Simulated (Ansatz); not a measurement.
Cost and result for the atomization energy of C3H5FSi (`FC1C=C1[SiH3]`) (10 atoms, 10 bonds).

```xyz
10

F     0.126   -0.148    2.442
C    -0.728   -0.180    1.352
C    -0.944    1.039    0.607
C    -0.170    0.158    0.024
Si    0.927   -0.372   -1.359
H    -1.474   -0.952    1.518
H    -1.391    2.020    0.578
H     2.291   -0.605   -0.824
H     0.965    0.677   -2.409
H     0.398   -1.636   -1.929
```

Charge 0, multiplicity 1. Geometry: relaxed with PBE0-D4/def2-TZVP. Program: Ansatz. All runs use 4 threads of an Arm Neoverse V2 on a shared host. Times are those of one run each, without the atoms' runs, and a repeat can differ threefold. Electronic energies, without spin–orbit coupling; frozen cores. CCSD(T)/CBS adds CCSD(T) − MP2 in def2-TZVPP to the MP2 limit, and its time is that of the two runs behind it. T1 = 0.012. B3LYP takes the VWN-RPA correlation (the form of Gaussian; ORCA's B3LYP/G).

CCSD(T)/CBS is a level of theory with its own doubt, some kJ/mol a heavy atom from the limit and from the frozen cores, so smaller differences don't rank the functionals.

```json
{"level": "PBE-D4/def2-TZVPP (with forces)", "functions": "236", "wall time": "1.9 s"}
{"level": "PBE0-D4/def2-TZVPP", "functions": "236", "wall time": "2.3 s"}
{"level": "B3LYP-D4/def2-TZVPP (with forces)", "functions": "236", "wall time": "3.6 s"}
{"level": "r2SCAN-D4/def2-TZVPP (with forces)", "functions": "236", "wall time": "4 s"}
{"level": "B2PLYP/def2-TZVPP", "functions": "236", "wall time": "4.4 s"}
{"level": "ωB97X-V/def2-TZVPP", "functions": "236", "wall time": "6 s"}
{"level": "ωB97M-V/def2-TZVPP (with forces)", "functions": "236", "wall time": "9 s"}
{"level": "MP2/def2-QZVPP", "functions": "448", "wall time": "17 s"}
{"level": "CCSD(T)/def2-TZVPP", "functions": "236", "wall time": "100 s"}
{"level": "CCSD(T)/CBS(def2)", "functions": "–", "wall time": "120 s"}
```

What atomization energy does each give, and how far from CCSD(T)/CBS? (Best estimate.)

Ansatz gave: 
```
                             level  atomization (kJ/mol)  difference from CCSD(T)/CBS  per bond
   PBE-D4/def2-TZVPP (with forces)                3925.6                        113.6      11.4
                PBE0-D4/def2-TZVPP                3846.9                         34.9       3.5
 B3LYP-D4/def2-TZVPP (with forces)                3816.1                          4.1       0.4
r2SCAN-D4/def2-TZVPP (with forces)                3838.3                         26.3       2.6
                 B2PLYP/def2-TZVPP                3779.9                        -32.1      -3.2
                ωB97X-V/def2-TZVPP                3837.9                         25.9       2.6
  ωB97M-V/def2-TZVPP (with forces)                3832.1                         20.1       2.0
                    MP2/def2-QZVPP                3855.9                         43.9       4.4
                CCSD(T)/def2-TZVPP                3711.2                       -100.8     -10.1
                 CCSD(T)/CBS(def2)                3812.0                          0.0       0.0
```

The D4 term adds +30.1 kJ/mol with B3LYP and +15.8 kJ/mol with PBE0; it sums over pairs of atoms, weighted by their polarisabilities, and B3LYP, whose exchange is more repulsive, gets the larger term. From PBE to PBE0 (25 % exact exchange), in def2-TZVPP and without D4, the atomization energy moves by −75.8 kJ/mol: exact exchange takes away binding that semilocal exchange gives to molecules. In def2-TZVPP, CCSD(T) changes the Hartree–Fock value by +941.9 kJ/mol (the triples alone add +64.5 kJ/mol) and MP2 by +1026.8 kJ/mol; breaking electron pairs costs correlation energy, which Hartree–Fock lacks.
